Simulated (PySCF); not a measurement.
BeHBr, SMILES [Br][BeH]. Atoms are numbered in the order given.

```xyz
3

Be     0.0000     0.0000    -1.6782
H      0.0000     0.0000    -3.0062
Br     0.0000     0.0000     0.2777
```

The structure is a stationary point at PBE0-D3(BJ)/def2-TZVPD.

Method: CAM-B3LYP/def2-TZVPD (PySCF).

The total energy comes out as -2589.66595 hartree and the point group comes out as C∞v. The highest occupied level comes out as -10.33 eV, the lowest empty level is 0.10 eV and the orbital gap is 10.43 eV. The dipole moment comes out as 0.082 e·Å. The quadrupole, principal values (traceless, Buckingham form, about the centre of nuclear charge) comes out as -3.06, 1.53, 1.53 D·Å and the mean static polarisability is 38.0 bohr³ (5.63 Å³). The polarisability, principal values is 34.1, 34.1, 45.9 bohr³.
